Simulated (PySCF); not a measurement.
C₃H₂F₃, SMILES C(F)(F)(C=[CH])F, multiplicity 2. Coordinates come from a PBE-D3(BJ)/def2-SVP optimisation. The isomer is the one that the SMILES or the coordinates give; other isomers of the formula were not compared.

These are PBE-D3(BJ)/def2-SVP run with PySCF 2.14.0 values and carry that method's errors.

Harmonic wavenumbers (cm⁻¹): 91, 240, 324, 418, 512, 534, 594, 685, 745, 819, 859, 1112, 1142, 1230, 1262, 1670, 3012, 3208. Rotational constants (GHz): 5.419, 2.984, 2.931; symmetry number 1.

Work out the zero-point energy and the ideal-gas rigid-rotor harmonic-oscillator thermochemistry at 298.15 K and 1 atm.

ZPE = ½ Σ hcν = ½ × 18456 cm⁻¹ = 26.38 kcal/mol. H − E(el) = 30.60 kcal/mol. Entropy in cal/(mol K): translation 39.57, rotation 26.32, vibration 10.43, spin 1.38, total 77.70. G − E(el) = 7.44 kcal/mol. Cp = 21.88 cal/(mol K). Modes under 150 cm⁻¹ make the vibrational entropy uncertain.
